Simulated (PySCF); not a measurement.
Ga(Me)2(nBu), SMILES C([CH2][Ga]([CH3])[CH3])CC (C6H15Ga) at its GFN2-xTB optimised geometry (Å):

```
22

Ga    -1.8759     0.0525     0.0000
C     -2.9048     1.8249     0.0000
H     -2.5636     2.4955     0.7932
H     -3.9748     1.6497     0.1424
H     -2.7791     2.3561    -0.9478
C     -2.9256    -1.7104    -0.0224
H     -2.2650    -2.5801    -0.0788
H     -3.6064    -1.7479    -0.8777
H     -3.5370    -1.8113     0.8793
C      0.1879     0.0525     0.0000
C      0.7297     1.4798     0.1227
C      2.2591     1.5583     0.1448
C      2.8963     1.1833    -1.1883
H      0.5704    -0.5632     0.8246
H      0.5507    -0.4133    -0.9238
H      0.3544     2.0858    -0.7101
H      0.3464     1.9264     1.0479
H      2.5529     2.5801     0.4000
H      2.6418     0.8990     0.9280
H      2.5047     1.8106    -1.9867
H      2.6981     0.1442    -1.4388
H      3.9748     1.3190    -1.1433
```

Level of theory: B3LYP/def2-SVP in PySCF 2.14.0.

Map of the log10 of the electron density (e/bohr³), floored at −4 on the plane z = 1.0 Å:

```
|000000000000000000000000000|
|000000000000000000000000000|
|000000000000000000000000000|
|000000000000000000000000000|
|000000111000000000110000000|
|000002333210011112332100000|
|000123565421233334554200000|
|001235687643456545665310000|
|002356788643578766775310000|
|002456787644689877876420000|
|002456676544578877887420000|
|001345566655567767997520000|
|000234566666667656776420000|
|000123456766678754554310000|
|000134566666689864332100000|
|001346666655578753110000000|
|001468876544455542000000000|
|002469976532233320000000000|
|001467765431111000000000000|
|000245555431000000000000000|
|000123333320000000000000000|
|000001122100000000000000000|
|000000000000000000000000000|
|000000000000000000000000000|
|000000000000000000000000000|
|000000000000000000000000000|
|000000000000000000000000000|
```
Scale: ten equal steps from -4.00 (start of '0') to -0.500 (end of '9'), in the order '0123456789'; x runs from -6.00 to 6.00, y from -6.00 (bottom) to 6.00 (top).
